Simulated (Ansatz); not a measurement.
Start from `[CH3][Al]([CH3])[AlH][Cl]` and change one atom or group to get `B[NH][Al]([CH3])[CH3]`.

Ansatz, PBE0-D4/def2-TZVP geometries, multiplicity 1. Each molecule was computed in one conformer, which needn't be the lowest.

```
                                      property  `[CH3][Al]([CH3])[AlH][Cl]`
         HOMO–LUMO gap (B3LYP/def2-TZVPP) / eV                         3.92
            LUMO energy (PBE0/def2-TZVPP) / eV                        -2.47
            HOMO energy (PBE0/def2-TZVPP) / eV                        -6.72
size of the dipole moment (PBE/def2-TZVPP) / D                         2.48
           HOMO energy (B3LYP/def2-TZVPP) / eV                        -6.54
       HOMO–LUMO gap (ωB97M-V/def2-TZVPP) / eV                         7.82
```

Q: Give the same properties after the change, and the shifts. (Estimate.)

A: The calculation gave: 
| property | `B[NH][Al]([CH3])[CH3]` | shift |
| --- | --- | --- |
| HOMO–LUMO gap (B3LYP/def2-TZVPP) / eV | 6.90 | 2.98 |
| LUMO energy (PBE0/def2-TZVPP) / eV | -0.50 | 1.97 |
| HOMO energy (PBE0/def2-TZVPP) / eV | -7.85 | -1.13 |
| size of the dipole moment (PBE/def2-TZVPP) / D | 1.93 | -0.55 |
| HOMO energy (B3LYP/def2-TZVPP) / eV | -7.63 | -1.09 |
| HOMO–LUMO gap (ωB97M-V/def2-TZVPP) / eV | 11.25 | 3.43 |

With PBE0 the HOMO falls by 1.13 eV and the LUMO rises by 1.97 eV, so the gap widens by about 3.10 eV. PBE moves the HOMO by -0.91 eV and ωB97M-V by -1.46 eV. Dipoles are sizes alone; their direction can turn.

B3LYP here is the variant with VWN-RPA as its local correlation; programs differ in this.
